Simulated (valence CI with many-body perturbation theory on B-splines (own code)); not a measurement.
# Tc12+: calculated level list

Method: valence CI with perturbative core correlation (CI+MBPT): three valence electrons over a frozen Dirac-Fock core [Ar] 3d10, radial functions for each j: 11 s, 11 p, 9 d, 7 f, 5 g, 2 h, 1 i, with the one-electron correlation potential Σ1 (screened to all orders), the two-electron term Σ2, the three-electron term Σ3, Breit, model QED; selected single and double excitations, second order for the rest, scaled by the run's own slope (own B-spline code, finite nucleus).

No measured levels were compared; by estimate levels hold to about 250 cm⁻¹ or 0.2 % of their energy and the worst to 1 %, as in measured heavy ions of charge 2 to 7; those with d or f electrons hold less well.

Levels 46 to 68 of 68, with energies above the lowest level, 4s²4p ²P°_1/2. "Leading %" is the weight of the configuration and term that name the level; weights of strongly mixed levels are sums over their largest components and can fall short. In the jj column 3d3/2^4 stands for four electrons in 3d with j = 3/2. Lifetimes count E1, E2, E3, M1 and M2 decay at the calculated energies, and are blank where another channel may lead or the interval is too uncertain; long ones can be off by a factor of two.

| No. | Configuration | Term | J | E (cm⁻¹) | Leading % | g | Leading jj | Lifetime |
| --- | --- | --- | --- | --- | --- | --- | --- | --- |
| 46 | 4p²4d | ²F | 5/2 | 923630 | 57 | 0.921 | 4p1/2 4p3/2 4d3/2 (84 %) | 97.1 ps |
| 47 | 4p²4d | ²F | 7/2 | 931100 | 47 | 1.143 | 4p1/2 4p3/2 4d3/2 (68 %) | 96.7 ps |
| 48 | 4p²4d | ⁴F | 7/2 | 934020 | 51 | 1.275 | 4p1/2 4p3/2 4d5/2 (92 %) | 68.4 ps |
| 49 | 4p²4d | ²P | 3/2 | 935480 | 43 | 1.133 | 4p1/2 4p3/2 4d3/2 (78 %) | 34.0 ps |
| 50 | 4p²4d | ⁴D | 1/2 | 937010 | 84 | 0.102 | 4p1/2 4p3/2 4d3/2 (96 %) | 41.9 ps |
| 51 | 4p²4d | ⁴F | 9/2 | 941750 | 66 | 1.261 | 4p1/2 4p3/2 4d5/2 (82 %) | 77.2 ps |
| 52 | 4p²4d | ⁴D | 5/2 | 948900 | 66 | 1.281 | 4p1/2 4p3/2 4d5/2 (57 %) | 37.9 ps |
| 53 | 4p²4d | ⁴D | 3/2 | 950080 | 45 | 1.246 | 4p1/2 4p3/2 4d5/2 (74 %) | 27.8 ps |
| 54 | 4p²4d | ²G | 7/2 | 958810 | 63 | 0.999 | 4p1/2 4p3/2 4d5/2 (36 %) | 76.0 ps |
| 55 | 4s²5p | ²P° | 1/2 | 967400 | 96 | 0.666 | 4s^2 5p1/2 (96 %) | 17.6 ps |
| 56 | 4p²4d | ⁴D | 7/2 | 968650 | 55 | 1.287 | 4p3/2^2 4d5/2 (88 %) | 61.8 ps |
| 57 | 4p²4d | ²P | 1/2 | 970600 | 75 | 0.769 | 4p3/2^2 4d5/2 (55 %) | 20.9 ps |
| 58 | 4p²4d | ²G | 9/2 | 973730 | 58 | 1.182 | 4p3/2^2 4d5/2 (80 %) | 101 ps |
| 59 | 4p²4d | ⁴P | 5/2 | 977010 | 55 | 1.424 | 4p1/2 4p3/2 4d5/2 (72 %) | 8.97 ps |
| 60 | 4s²5p | ²P° | 3/2 | 980180 | 96 | 1.334 | 4s^2 5p3/2 (96 %) | 17.7 ps |
| 61 | 4p²4d | ⁴P | 3/2 | 980720 | 45 | 1.311 | 4p1/2 4p3/2 4d3/2 (69 %) | 9.14 ps |
| 62 | 4p²4d | ⁴P | 1/2 | 989690 | 74 | 2.248 | 4p1/2 4p3/2 4d3/2 (58 %) | 7.95 ps |
| 63 | 4p²4d | ²D | 5/2 | 991660 | 47 | 1.235 | 4p1/2 4p3/2 4d3/2 (26 %) | 10.2 ps |
| 64 | 4p²4d | ²D | 3/2 | 998070 | 45 | 1.224 | 4p3/2^2 4d3/2 (75 %) | 9.53 ps |
| 65 | 4p²4d | ²D | 3/2 | 1002900 | 85 | 0.834 | 4p1/2 4p3/2 4d5/2 (55 %) | 23.6 ps |
| 66 | 4p²4d | ²F | 5/2 | 1006000 | 49 | 1.019 | 4p3/2^2 4d3/2 (36 %) | 7.98 ps |
| 67 | 4p²4d | ²P | 1/2 | 1010500 | 67 | 0.965 | 4p1/2 4p3/2 4d5/2 (76 %) | 12.9 ps |
| 68 | 4p²4d | ²F | 7/2 | 1014700 | 67 | 1.135 | 4p3/2^2 4d3/2 (41 %) | 8.34 ps |

Names give the largest LS component (configuration and term), which can be under half, so a name can repeat, a term be missing and a line seem to break the LS rules; names also repeat where a configuration has a term twice.

Where two levels of one J and parity lie close, their mixing, g and order are uncertain.
